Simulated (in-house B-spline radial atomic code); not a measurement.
## OLYP excitations of Nb⁵⁺

Method: OLYP. Computed with an all-electron radial atomic-structure program (B-spline basis): linear response of the closed shell [Ar] 3d10 4s2 4p6 with the functional's adiabatic kernel; scalar-relativistic (spin-free one-electron X2C), finite nucleus, no spin-orbit coupling, no double excitations, S, P, D and F terms only; shells from n = 2 respond. Only terms of natural parity with L up to 3 were computed.

Command:
```bash
python run_td.py task.json out
```
Settings (radii: box in bohr, nucleus in fm):
```
Z                        41
electrons                36
configuration            [Ar] 3d10 4s2 4p6
hamiltonian              x2c
method                   optx,lyp
box_radius               16.35
rms_radius               4.324
intervals                71
```

Time taken, with all properties: 2.3 s on 1 thread of Arm Neoverse N1 (shared host).

The lowest states, in the order of their Tamm-Dancoff energies; the method's threshold (minus the highest occupied level) is 94.29 eV. Labels give the largest channel, * marks a mixed state, and oscillator strengths are full-response dipole values. Semilocal kernels can invert the small singlet-triplet splittings of Rydberg terms. Energies in eV:

| state | full response | Tamm-Dancoff | oscillator strength |
| --- | --- | --- | --- |
| 4p → 4d 3P | 34.21 | 34.32 | - |
| 4p → 4d 3F | 34.71 | 34.83 | - |
| 4p → 4d 1F | 37.32 | 37.35 | - |
| 4p → 4d 1P | 45.84 | 47.41 | 5.18 |
| 4p → 5s 3P | 47.64 | 47.66 | - |
| 4p → 5s 1P | ? | ? | ? |
| 4p → 5p 3S | ? | ? | - |
| 4p → 5p 3D | 54.92 | 54.93 | - |
| 4p → 5p 1D | 55.42 | 55.44 | - |
| 4p → 5p 1S | 58.04 | 58.25 | - |

(1) Where does 4p → 5p 3S lie?

(2) Where does 4p → 5s 1P lie?

(3) How large is the singlet-triplet splitting of 4p → 4d (F terms) in Tamm-Dancoff?

(4) What polarisabilities and dispersion coefficient does the method give?

Answers

(1) At 54.68 eV in full response, 54.72 eV in Tamm-Dancoff.

(2) At 48.37 eV in full response, 48.40 eV in Tamm-Dancoff, oscillator strength 0.866.

(3) 2.51 eV, from the unrounded values.

(4) Dipole 2.269 bohr³, quadrupole 3.787 bohr⁵, C6 7.116 hartree·bohr⁶ for two such species.
